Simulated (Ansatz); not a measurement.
Cartesian coordinates in Å:
```
N 0.414 0.709 -1.081
Si -0.754 1.501 0.140
B -0.556 -0.375 -0.390
Si 0.311 -1.588 0.934
H 1.400 0.679 -0.860
H 0.278 0.887 -2.066
H 0.102 2.185 1.143
H -1.510 2.522 -0.633
H -1.394 -0.778 -1.146
H -0.656 -2.087 1.952
H 1.396 -0.868 1.677
H 0.971 -2.787 0.331
```

Charge 0, multiplicity 1. The bonds changed during the relaxation, so this is another structure than the one it started from.

Task: List the PBE/def2-TZVPP orbital energies in eV (Ansatz). (Best estimate.)

Result: The calculation gave: Occupied: -1779.81, -1778.66, -382.04, -176.40, -137.55, -136.44, -94.39, -94.25, -94.19, -93.18, -93.17, -93.14, -22.96, -14.76, -13.67, -12.71, -11.80, -9.91, -8.67, -8.41, -7.82, -7.66, -6.74, -5.77. Lowest empty: -1.59, -0.53, 0.05, 0.52, 0.75, 0.87, 1.06, 1.52.
